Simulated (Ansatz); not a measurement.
```xyz
14

Si    1.2603   -1.9272    0.1563
Ge   -0.1436   -0.0207    0.4370
Si    1.0218    2.0523    0.2658
Si   -2.1341   -0.1040   -0.8730
Cl   -0.8270   -0.1185    2.5180
H     1.7753   -1.9446   -1.2395
H     2.4013   -1.8480    1.1036
H     0.4770   -3.1631    0.4101
H     1.5277    2.2071   -1.1248
H     2.1664    2.0586    1.2121
H     0.0970    3.1702    0.5831
H    -1.7655   -0.0406   -2.3131
H    -3.0017    1.0524   -0.5331
H    -2.8548   -1.3739   -0.6024
```

The species carries charge 0 and has multiplicity 1.

List the ωB97M-V/def2-TZVPP orbital energies in eV (Ansatz 0.2.0). (Best estimate.)

The calculation gave: Occupied: -10867.07, -2771.51, -1807.27, -1807.27, -1807.27, -1362.92, -1210.66, -1210.63, -1210.63, -261.88, -199.37, -199.22, -199.22, -174.66, -148.37, -148.37, -148.37, -123.97, -123.85, -123.85, -102.49, -102.49, -102.49, -102.47, -102.47, -102.47, -102.46, -102.46, -102.46, -36.76, -36.68, -36.68, -36.59, -36.59, -25.17, -19.42, -18.00, -18.00, -15.87, -12.91, -12.74, -12.74, -12.45, -12.45, -12.29, -11.77, -11.64, -11.64, -9.70, -9.70. Lowest empty: 0.72, 1.15, 1.35, 1.35, 2.44, 2.47, 2.47, 3.04.
